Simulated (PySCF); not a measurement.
C4H4F2, SMILES F/C(=C\F)C=C.

Coordinates come from a PBE0-D3(BJ)/def2-SVP optimisation. One conformer was computed; it need not be the lowest.

All values below come from TDDFT-CAM-B3LYP/def2-SVPD (PySCF).

Vertical excitations. Gas-phase values at a fixed geometry. State labels are in the subgroup Cs.

```
state  symmetry  energy (eV)  λ (nm)      f                          main pairs
-----  --------  -----------  ------  -----  ----------------------------------
S1           A'         5.88     211  0.686                      HOMO→LUMO 99 %
S2           A"         6.14     202  0.001                    HOMO→LUMO+1 92 %
S3           A"         7.14     174  0.002  HOMO→LUMO+3 64 %, HOMO→LUMO+2 27 %
S4           A"         7.36     168  0.042  HOMO→LUMO+2 67 %, HOMO→LUMO+3 23 %
S5           A'         7.51     165  0.025  HOMO−1→LUMO 55 %, HOMO→LUMO+4 44 %
S6           A"         7.94     156  0.001                    HOMO−2→LUMO 95 %
S7           A'         8.03     154  0.002  HOMO→LUMO+4 55 %, HOMO−1→LUMO 43 %
S8           A"         8.23     151  0.003  HOMO→LUMO+5 70 %, HOMO→LUMO+7 14 %
S9           A"         8.39     148  0.001  HOMO→LUMO+6 64 %, HOMO→LUMO+5 15 %
S10          A"         8.63     144  0.001                    HOMO−3→LUMO 87 %
T1           A'         3.14     394      0                      HOMO→LUMO 93 %
T2           A'         5.03     247      0  HOMO−1→LUMO 60 %, HOMO→LUMO+4 34 %
T3           A"         5.90     210      0                    HOMO→LUMO+1 84 %
T4           A"         6.97     178      0  HOMO→LUMO+3 62 %, HOMO→LUMO+2 19 %
```
Triplets are in the Tamm–Dancoff approximation, which puts them higher than full response would, so one can lie above its singlet here.
